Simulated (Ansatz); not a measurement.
Isolated molecules relaxed with PBE0-D4/def2-TZVP in Ansatz; ΔE leaves out vibrations. CBS: MP2 limit from def2 TZ/QZ plus the TZ coupled-cluster correction, frozen cores. For Se outer-core shells are correlated without core-valence functions, which leaves a few kJ/mol of doubt a bond. Scalar relativity is left out up to krypton. Each species was taken in one conformer, which may not be the lowest.

Reaction (formal exchange of groups at the Al–F bond): `[F][AlH][SeH]` + `C=C(F)N[SiH3]` → `[SiH3][NH][AlH][SeH]` + `C=C(F)F`

Question: Is it downhill or uphill in electronic energy at CCSD(T)/CBS, and by how much? (An estimate is asked.)

Answer: Ansatz gave: Uphill: ΔE = +117.1 kJ/mol.

Question: What do these levels give: MP2/def2-TZVPP, CCSD/def2-TZVPP, CCSD(T)/def2-TZVPP, HF/def2-QZVPP, MP2/def2-QZVPP, CCSD/CBS(def2)? (An estimate is asked.)

Answer: Ansatz gave: MP2/def2-TZVPP 119.5, CCSD/def2-TZVPP 113.3, CCSD(T)/def2-TZVPP 111.8, HF/def2-QZVPP 118.6, MP2/def2-QZVPP 123.1, CCSD/CBS(def2) 118.6 kJ/mol.

Largest T1 diagnostic among the species: 0.012.
